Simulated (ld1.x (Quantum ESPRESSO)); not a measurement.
Which change was made? (Bi, TM)

Bi (Z = 83), norm-conserving Troullier–Martins (Kleinman–Bylander form), made with ld1.x (Quantum ESPRESSO) 7.5 (LDA (PZ), scalar-relativistic). Core [Xe] 4f14 5d10, reference 6s2 6p3. Waves: 6s (bound): rc 1.40 bohr; 6d channel at -0.15 Ry: rc 2.40 bohr; 6p (bound): rc 2.25 bohr. Local part: the p channel. Core correction: Bessel-smoothed model core, default radius (core density twice the valence density).

Cutoffs, loose and tight: the cutoffs (Ry, on a coarse ladder) from which the occupation-weighted sum of valence levels, in a spherical-Bessel basis at the reference potential, stays within 10 and 1 mRy of its value at 400 Ry. They do not see the model core or the augmentation charge, which bear on the density cutoff. Test errors are all-electron minus pseudo excitation energies from the reference, over the configurations 6s2 6p2; 6s2 6p1; 6s2 6p0; 6s2 6p3.3; 6s2 6p2.5; 6s1 6p3; 6s1 6p4 (two spin-polarised tests are not counted in the largest error); variants that change the core or the reference have their own tests.

The base gives: outcome: generated; cutoff, loose: 110 Ry; cutoff, tight: 180 Ry; bound ghosts: d; largest test error (meV): -246.

After one change the result is: outcome: generated; cutoff, loose: 140 Ry; cutoff, tight: 230 Ry; bound ghosts: d; largest test error (meV): -250. Which change was it?
A. all radii but the core radius scaled by about 0.87 (s 1.22, p 1.96, d 2.10 bohr)
B. all radii but the core radius scaled by about 0.95 (s 1.34, p 2.14, d 2.28 bohr)
C. all radii but the core radius scaled by about 1.26 (s 1.76, p 2.84, d 3.04 bohr)
D. all radii but the core radius scaled by about 1.10 (s 1.54, p 2.48, d 2.64 bohr)

B. The others give: all radii but the core radius scaled by about 0.87 (s 1.22, p 1.96, d 2.10 bohr) → outcome: generated; cutoff, loose: 180 Ry; cutoff, tight: over 300 Ry; bound ghosts: d; largest test error (meV): -214 | all radii but the core radius scaled by about 1.10 (s 1.54, p 2.48, d 2.64 bohr) → outcome: generated; cutoff, loose: 50 Ry; cutoff, tight: 110 Ry; bound ghosts: d; largest test error (meV): -241 | all radii but the core radius scaled by about 1.26 (s 1.76, p 2.84, d 3.04 bohr) → outcome: generated; cutoff, loose: 25 Ry; cutoff, tight: 50 Ry; bound ghosts: none; largest test error (meV): -256.
